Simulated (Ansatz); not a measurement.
# Reading a saddle point

A first-order saddle point of Si2NH5F3, doublet, PBE0-D4/def2-TZVP, with one imaginary mode of 904i cm⁻¹:

H1  (-0.169, 0.336, 0.833)
N2  (-0.597, -1.051, 0.686)
Si3  (-0.748, -1.367, -1.036)
Si4  (0.706, 1.657, 0.760)
F5  (2.089, 1.423, 1.482)
F6  (0.002, 2.892, 1.440)
F7  (1.001, 2.030, -0.745)
H8  (0.202, -1.512, 1.125)
H9  (-1.382, -2.707, -1.153)
H10  (-1.638, -0.324, -1.598)
H11  (0.533, -1.377, -1.795)
(Å)

Computed with Ansatz 0.2.0 (basis: def2-TZVPP and def2-QZVPP); correlated methods freeze the cores; orbitals are unrestricted. Extrapolation: Hartree–Fock as exp(−7.88 √X), correlation as X^−2.97.

Problem. Which contacts change along the imaginary mode, and what lies on either side? (Judge from chemistry; the calculation decides.)

Solution. Computed: The step is SiF₃ ([F][Si]([F])[F]) + SiNH₅ ([NH2][SiH3]) → SiHF₃ ([F][SiH]([F])[F]) + SiNH₄ ([NH][SiH3]), with the molecules in contact on both sides. Shortening one way: H1–Si4; lengthening the same way: H1–N2.
| pair | one side (Å) | saddle (Å) | other side (Å) |
| --- | --- | --- | --- |
| H1–Si4 | 2.70 | 1.59 | 1.46 |
| H1–N2 | 1.01 | 1.46 | 2.64 |

Problem. Which side is lower, and how far does the saddle lie above each? (An estimate is asked for; the value comes from the calculation.)

Solution. The calculation gives: The side with H1–N2 short is lower by 70.8 kJ/mol; the saddle lies 120.6 kJ/mol above it and 49.8 kJ/mol above the other (CCSD(T) at an estimated basis limit (MP2 extrapolated from triple and quadruple zeta, plus CCSD(T) − MP2 in triple zeta); electronic energies).

T1 diagnostic: at most 0.017. ⟨S²⟩ of the unrestricted Hartree–Fock references: 0.75 to 0.78 (a pure state has 0.75).

Radical steps of this kind take place in plasma deposition and etching.

Labels in which every atom is bracketed show which atoms are joined, not bond orders.

For scale, one of the runs: CCSD(T)/def2-TZVPP, 278 basis functions, launched by `ansatz run in.yaml --threads 4 --pin off --events-out ev --progress --plain --max-ram 63488MiB --backend cuda --devices 0, --max-vram 37GiB`. The run took 15 s on 4 CPU threads of an AMD EPYC 7R13 and a share of one NVIDIA H100 (shared host), with 0.9 GiB of host memory at its peak.
